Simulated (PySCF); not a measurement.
Excitation energy of Pb²⁺ by level of theory

Pb²⁺ [Xe] 4f14 5d10 6s2 (1S) → Pb²⁺ [Xe] 4f14 5d9 6s2 6p1 (high-spin determinant), as a difference of total energies. Computed with PySCF 2.14 in aug-cc-pwCVTZ-PP with ECP60MDF (8s7p6d4f1g, 96 functions), with scalar relativity through the core potential. Correlated levels: valence and next inner shell: nothing frozen outside the core potential. The calculations carry no spin-orbit coupling.

```json
{"method": "UHF", "excitation energy (cm⁻¹)": "167240"}
{"method": "LDA", "excitation energy (cm⁻¹)": "171920"}
{"method": "PBE", "excitation energy (cm⁻¹)": "171440"}
{"method": "PBE0", "excitation energy (cm⁻¹)": "171820"}
{"method": "r2SCAN", "excitation energy (cm⁻¹)": "172690"}
{"method": "TPSSh", "excitation energy (cm⁻¹)": "171140"}
{"method": "wB97M-V", "excitation energy (cm⁻¹)": "171070"}
{"method": "B97-3", "excitation energy (cm⁻¹)": "173480"}
{"method": "r2SCANh", "excitation energy (cm⁻¹)": "172570"}
{"method": "MP2 (valence and next inner shell)", "excitation energy (cm⁻¹)": "175150"}
{"method": "SCS-MP2 (valence and next inner shell)", "excitation energy (cm⁻¹)": "174290"}
```

The determinant of the upper state mixes LS terms, which raises its energy above the lowest term, most at the Hartree-Fock and MP2 levels.
